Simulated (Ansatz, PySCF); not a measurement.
Bond stretch in Al2(mu-OH)2(H)4, H₆Al₂O₂, singlet. The O3–H10 bond (O3 also carries Al, Al; H10 carries nothing else) is varied alone, starting from the PBE0/def2-SVP optimised geometry.

Computed with: UKS-PBE0 = unrestricted PBE0/cc-pVDZ in Ansatz (a program for electronic structure); RKS-PBE0 = restricted PBE0/cc-pVDZ in Ansatz; UKS-PBE = Ansatz with unrestricted PBE/cc-pVDZ; RKS-PBE = restricted PBE/cc-pVDZ (Ansatz); UKS-B3LYP/6-31G* = unrestricted B3LYP/6-31G*, spherical d (PySCF 2.14.0); RKS-B3LYP/6-31G* = PySCF with restricted B3LYP/6-31G*, spherical d; UKS-BP86/6-31G* = unrestricted BP86/6-31G*, spherical d (PySCF); RKS-BP86/6-31G* = restricted BP86/6-31G*, spherical d run with PySCF 2.14.0; UKS-LDA (SVWN5)/6-31G* = unrestricted LDA (SVWN5)/6-31G*, spherical d run with PySCF; RKS-LDA (SVWN5)/6-31G* = PySCF with restricted LDA (SVWN5)/6-31G*, spherical d.

Scanned distances (Å): 0.79, 0.84, 0.89, 0.93, 0.96, 0.98, 1.02, 1.09, 1.17, 1.27, 1.41, 1.58, 1.77, 1.99, 2.32, 2.78.

Problem. Where does the unrestricted solution first break spin symmetry (<S²> of 0.01 or more)?

Solution. UKS-PBE0: between 1.58 and 1.77 Å; UKS-PBE: between 1.58 and 1.77 Å; UKS-B3LYP/6-31G*: between 1.58 and 1.77 Å; UKS-BP86/6-31G*: between 1.58 and 1.77 Å; UKS-LDA (SVWN5)/6-31G*: between 1.77 and 1.99 Å.

```csv
R / Å,<S²> UKS-PBE0,E(RKS-PBE0) − E(UKS-PBE0) / kcal/mol,<S²> UKS-PBE,E(RKS-PBE) − E(UKS-PBE) / kcal/mol,<S²> UKS-B3LYP/6-31G*,E(RKS-B3LYP/6-31G*) − E(UKS-B3LYP/6-31G*) / kcal/mol,<S²> UKS-BP86/6-31G*,E(RKS-BP86/6-31G*) − E(UKS-BP86/6-31G*) / kcal/mol,<S²> UKS-LDA (SVWN5)/6-31G*,E(RKS-LDA (SVWN5)/6-31G*) − E(UKS-LDA (SVWN5)/6-31G*) / kcal/mol
0.79,0.00,0.0,0.00,0.0,0.00,0.0,0.00,0.0,0.00,0.0
0.84,0.00,0.0,0.00,0.0,0.00,0.0,0.00,0.0,0.00,0.0
0.89,0.00,0.0,0.00,0.0,0.00,0.0,0.00,0.0,0.00,0.0
0.93,0.00,0.0,0.00,0.0,0.00,0.0,0.00,0.0,0.00,0.0
0.96,0.00,0.0,0.00,0.0,0.00,0.0,0.00,0.0,0.00,0.0
0.98,0.00,0.0,0.00,0.0,0.00,0.0,0.00,0.0,0.00,0.0
1.02,0.00,0.0,0.00,0.0,0.00,0.0,0.00,0.0,0.00,0.0
1.09,0.00,0.0,0.00,0.0,0.00,0.0,0.00,0.0,0.00,0.0
1.17,0.00,0.0,0.00,0.0,0.00,0.0,0.00,0.0,0.00,0.0
1.27,0.00,0.0,0.00,0.0,0.00,0.0,0.00,0.0,0.00,0.0
1.41,0.00,0.0,0.00,0.0,0.00,0.0,0.00,0.0,0.00,0.0
1.58,0.00,0.0,0.00,0.0,0.00,0.0,0.00,0.0,0.00,0.0
1.77,0.15,0.5,0.02,0.0,0.10,0.3,0.01,0.0,0.00,0.0
1.99,0.63,7.2,0.60,4.8,0.58,5.4,0.54,4.2,0.46,3.2
2.32,1.01,29.2,0.94,17.2,1.01,25.8,0.92,19.5,0.86,16.8
2.78,1.01,45.9,1.00,27.6,1.01,39.7,1.00,37.5,1.00,34.3
```
